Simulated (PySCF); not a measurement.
# Magnetisability and related constants of `[H]/N=C\CC(F)(F)F`, C3H4F3N

Method used: GIAO BHandHLYP/pcSseg-1 magnetisability, rotational g tensor and spin-rotation constants, non-relativistic, gas phase (PySCF 2.14.0). Geometry: GFN2-xTB.

Input:
```
{"job": {"kind": "mag", "xc": "BHandHLYP", "basis": "pcSseg-1", "isotopologues": 2}, "charge": 0, "multiplicity": 1}
N      2.234096     0.170949     0.381180
C      1.066913     0.573911     0.216422
C     -0.036072    -0.083239    -0.588346
C     -1.308470    -0.195455     0.228564
F     -2.308229    -0.746351    -0.478885
F     -1.148455    -0.958505     1.317815
F     -1.751921     0.996106     0.651374
H      2.474217    -0.712237    -0.067322
H      0.794190     1.512045     0.691013
H      0.250484    -1.086395    -0.913748
H     -0.261328     0.531842    -1.464031
```
Coordinates are in Å.

Command: `OMP_NUM_THREADS=1 python excited_run.py task.json out`

Show the output.

Atoms count from 0.
```
coarse grid: 10064 points
cycle   1  E = -470.5244592403  dE =  1.200e+00  |g| = 9.667e-01  |ddm| = 2.819e+00
cycle   2  E = -470.4832846331  dE =  4.117e-02  |g| = 1.155e+00  |ddm| = 1.113e+00
cycle   3  E = -470.6970095229  dE = -2.137e-01  |g| = 8.026e-02  |ddm| = 6.385e-01
cycle   4  E = -470.6979268416  dE = -9.173e-04  |g| = 5.602e-02  |ddm| = 7.713e-02
cycle   5  E = -470.6985726170  dE = -6.458e-04  |g| = 1.020e-02  |ddm| = 4.466e-02
cycle   6  E = -470.6985938665  dE = -2.125e-05  |g| = 2.891e-03  |ddm| = 8.768e-03
cycle   7  E = -470.6985957478  dE = -1.881e-06  |g| = 6.995e-04  |ddm| = 3.128e-03
final grid: 100920 points
cycle   8  E = -470.7399255754  dE = -1.598e-05  |g| = 4.020e-03  |ddm| = 9.838e-03
cycle   9  E = -470.7399258759  dE = -3.005e-07  |g| = 4.000e-03  |ddm| = 4.836e-03
cycle  10  E = -470.7399283307  dE = -2.455e-06  |g| = 2.672e-04  |ddm| = 2.130e-03
cycle  11  E = -470.7399283418  dE = -1.110e-08  |g| = 1.372e-04  |ddm| = 2.596e-04
cycle  12  E = -470.7399283455  dE = -3.737e-09  |g| = 2.800e-05  |ddm| = 1.157e-04
cycle  13  E = -470.7399283457  dE = -1.562e-10  |g| = 8.485e-06  |ddm| = 2.236e-05
converged SCF energy = -470.7399283457

Magnetisability tensor (1e-30 J/T^2)
     -794.56      -78.53        2.72
      -78.53     -784.37       57.52
        2.72       57.52     -890.73
isotropic -823.22   principal values    -927.12   -840.77   -701.76
isotropic susceptibility -49.575 1e-6 cm^3/mol

Inertial axes            a          b          c
rot. const./GHz      5.1050     1.6466     1.6296
chi total           -49.233    -44.715    -54.779
chi diamagnetic    -288.353   -749.093   -755.672
chi paramagnetic    239.121    704.378    700.893
quadrupole/D A      -10.734      6.877      3.857
g nuclear            0.5300     0.5193     0.5204
g electronic        -0.5735    -0.5449    -0.5366
g total             -0.0435    -0.0256    -0.0162

Spin-rotation constants (kHz, H = +C I.J)
atom  isotope        aa         bb         cc
  0    14N        1.002      0.525      0.113
  4    19F        4.920      1.966      2.355
  5    19F        8.027      1.845      1.399
  6    19F        7.209      1.481      1.865
  7     1H       -0.476      0.279     -0.195
  8     1H       -0.483      0.158     -0.151
  9     1H       -0.566      0.067     -0.207
 10     1H       -0.561     -0.174      0.044
  1    13C*       1.833      0.826      0.385
  2    13C*       0.903      0.308      0.337
  3    13C*       1.554      0.504      0.496
* in the singly substituted isotopologue

Isotopologues: g along a, b, c
2H    at 7,8,9,10          -0.0403    -0.0243    -0.0154
15N   at 0                 -0.0436    -0.0249    -0.0158
```

It took 17 s wall time on 1 thread of an Arm Neoverse V1, shared host, peak memory 0.68 GiB.
